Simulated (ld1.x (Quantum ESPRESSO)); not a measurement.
Pb: one change to a TM semilocal potential, before and after

Pb (Z = 82), norm-conserving Troullier–Martins (semilocal form), made with ld1.x (Quantum ESPRESSO) 7.5 (PBE, non-relativistic). Core [Xe] 4f14, reference 5d10 6s2 6p2. Waves: 6p (bound): rc 2.85 bohr; 5d (bound): rc 1.25 bohr; 6s (bound): rc 2.35 bohr. Local part: the s channel. Core correction: a·sin(br)/r model core inside 0.65 bohr.

All-electron outer shells of the reference configuration (PBE, non-relativistic, ld1.x):

| shell | level (eV) | outermost node (bohr) | outermost maximum (bohr) |
| --- | --- | --- | --- |
| 5s | -114.45 | 0.50 | 0.88 |
| 5p | -79.99 | 0.51 | 0.92 |
| 5d | -24.47 | 0.53 | 1.06 |
| 6s | -9.47 | 1.13 | 2.24 |
| 6p | -3.68 | 1.23 | 2.73 |

Change: all radii but the core radius scaled by about 0.74 (s 1.74, p 2.12, d 0.94 bohr).

Cutoffs: the cutoffs (Ry, on a coarse ladder) from which the occupation-weighted sum of valence levels, in a spherical-Bessel basis at the reference potential, stays within 10 and 1 mRy of its value at 400 Ry; they do not see the model core or the augmentation charge, which bear on the density cutoff. Errors are all-electron minus pseudo energies relative to the spin-unpolarised reference configuration.

**Question.** Predict the effect on cutoff, ghosts and configuration errors.

**Answer.** The s channel binds one level more than in the base; of the 7 tests that both files solve, the error grows in 1 and shrinks in 3 by more than 15 % and 0.3 meV (median size 14.1 → 11.7 meV); neither file shows a bound ghost. A semilocal file is local in each channel, so a ghost entry of none says nothing of the separable form that plane-wave codes build from it.

```tsv
quantity	base	changed
cutoff, loose	90 Ry	230 Ry
cutoff, tight	110 Ry	over 300 Ry
loose cutoff by channel (10 mRy a level)	p 6 Ry, d 45 Ry, s 8 Ry	p 8 Ry, d 160 Ry, s 25 Ry
bound ghosts	none	none
error for 5d10 6s2 6p1, meV [ΔE 6.71 eV]	+0.5	+1.4
error for 5d10 6s2 6p0, meV [ΔE 20.11 eV]	-2.7	+2.7
error for 5d10 6s1 6p0, meV [ΔE 48.57 eV]	-14	+12
error for 5d10 6s0 6p0, meV [ΔE 86.31 eV]	-57	-37
error for 5d9 6s2 6p3, meV [ΔE 22.63 eV]	-171	-45
error for 5d10 6s2 6p1.5, meV [ΔE 2.58 eV]	+0.1	+0.3
error for 5d9 6s2 6p2, meV [ΔE 30.58 eV]	-122	+28
```
